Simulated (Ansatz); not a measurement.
Reaction (redistribution): `C[SiH2][BH][ZnH]` + `B[SiH2]COC` → `B[SiH2]B[SiH2]C` + `CO[CH2][ZnH]`

Calculated with Ansatz (gas phase, PBE0-D4/def2-TZVP geometries, no zero-point term in ΔE). CCSD(T)/CBS adds triple-zeta CCSD(T) − MP2 to the extrapolated MP2 energy (def2 sets, frozen cores). For Zn outer-core shells are correlated without core-valence functions, which leaves a few kJ/mol of doubt a bond. Scalar relativity is left out up to krypton. Each species was taken in one conformer, which may not be the lowest.

| species | CCSD(T)/CBS(def2) energy (Eh) |
| --- | --- |
| `C[SiH2][BH][ZnH]` | -2134.46081 |
| `B[SiH2]COC` | -470.49864 |
| `B[SiH2]B[SiH2]C` | -671.74448 |
| `CO[CH2][ZnH]` | -1933.21491 |

(1) Work out ΔE.

Largest T1 diagnostic among the species: 0.015.

Results:

(1) ΔE = (-671.74448) + (-1933.21491) − (-2134.46081) − (-470.49864) = 0.00006 Eh = +0.2 kJ/mol.

From PBE to PBE0 (25 % exact exchange), in def2-TZVPP and without D4, ΔE moves by +6.1 kJ/mol. The D4 term adds −3.6 kJ/mol with B3LYP and −2.2 kJ/mol with PBE0; it sums over pairs of atoms, weighted by their polarisabilities, and B3LYP, whose exchange is more repulsive, gets the larger term. In def2-TZVPP, CCSD(T) changes the Hartree–Fock value by −18.6 kJ/mol (the triples alone add −3.3 kJ/mol) and MP2 by −19.2 kJ/mol.

B3LYP here is the variant with VWN-RPA as its local correlation; programs differ in this.
